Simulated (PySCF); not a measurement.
C3H2ClF3, SMILES FC(F)/C(Cl)=C\F.

Coordinates come from a B3LYP-D3(BJ)/def2-SVP optimisation. The values are those of a single conformer.

Calculation: PySCF with B3LYP/def2-TZVP.

Gas-phase values at a fixed geometry.

The total energy is -875.41594 hartree and the highest occupied level is -7.62 eV. The lowest empty level comes out as -1.12 eV and the orbital gap comes out as 6.51 eV. The dipole moment is 1.92 D and the quadrupole, principal values (traceless, Buckingham form, about the centre of nuclear charge) comes out as -5.15, -1.81, 6.96 D·Å. The mean static polarisability comes out as 49.9 bohr³ (7.40 Å³) and the polarisability, principal values is 35.5, 50.7, 63.6 bohr³.
